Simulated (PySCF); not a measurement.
# Telling isomers of C8H13Cl apart by NMR

[PySCF: geometry from GFN2-xTB; PBE0/pcSseg-1 with gauge-including orbitals; averaged over atoms made equivalent by symmetry, fast rotation or ring inversion; no relativistic terms; a single conformation; gas phase]

Scale: 1H and 13C against TMS (reference shieldings calculated alike). Where no couplings were computed, multiplicities follow the n + 1 count of equivalent neighbours, and m marks all less simple cases (inequivalent or close neighbours, rings, F or P nearby). Shifts are as computed. Against solution values, carbons near 30 ppm lie about +3 ppm off and those near 130 ppm about +5 ppm; carbons on Cl a further +6 ppm. Of 1211 compounds with measured shifts, 218 miss one by over three times the rms of a fit or turn the order of signals round; such compounds aren't used in these exercises. Carbons bonded to Cl come out too deshielded.

(1) Tabulate the signals of `C[C@@H]1[C@H]2C[C@@H](C[C@H]1Cl)C2`, `C=C[C@@H]1CCCC[C@@H]1Cl` and their relative energies.

(2) What is the quickest way to tell C[C@@H]1[C@H]2C[C@@H](C[C@H]1Cl)C2 from C=C[C@@H]1CCCC[C@@H]1Cl?

## Answers

(1) 
```json
{"SMILES": "C[C@@H]1[C@H]2C[C@@H](C[C@H]1Cl)C2", "carbon types": "4×CH 3×CH2 1×CH3", "δC": "65.2, 50.3, 45.2, 41.5, 41.1, 36.1, 25.3, 20.6", "δH": "3.74 (m, 1H), 2.61 (m, 1H), 2.29 (m, 1H), 2.26 (m, 1H), 2.00 (m, 1H), 1.94 (m, 1H), 1.94 (m, 1H), 1.78 (m, 1H), 1.36 (m, 1H), 1.15 (m, 1H), 1.13 (d, 3H)", "E rel. (kcal/mol)": "3.9"}
{"SMILES": "C=C[C@@H]1CCCC[C@@H]1Cl", "carbon types": "3×CH 5×CH2", "δC": "152.5, 120.2, 69.1, 53.9, 38.5, 29.7, 29.7, 22.9", "δH": "6.48 (m, 1H), 5.35 (m, 1H), 5.25 (m, 1H), 4.19 (m, 1H), 2.08 (m, 1H), 2.07 (m, 1H), 2.00 (m, 1H), 1.97 (m, 1H), 1.82 (m, 1H), 1.65 (m, 1H), 1.42 (m, 1H), 1.36 (m, 1H), 1.19 (m, 1H)", "E rel. (kcal/mol)": "0.0"}
```

Energies are electronic energies at PBE0/pcSseg-1 on these geometries, without zero-point or thermal terms, each for the one conformer computed, which needn't be the lowest.

(2) Both give the same number of carbon signals, but DEPT or the intensities differ. The first has a methyl carbon (CH3) at 20.6 ppm, the second an alkene CH at 152.5 ppm. Their most deshielded carbons lie at 65.2 and 152.5 ppm. In the proton spectra the most deshielded non-exchanging signals are 3.74 (m, 1H) and 6.48 (m, 1H).
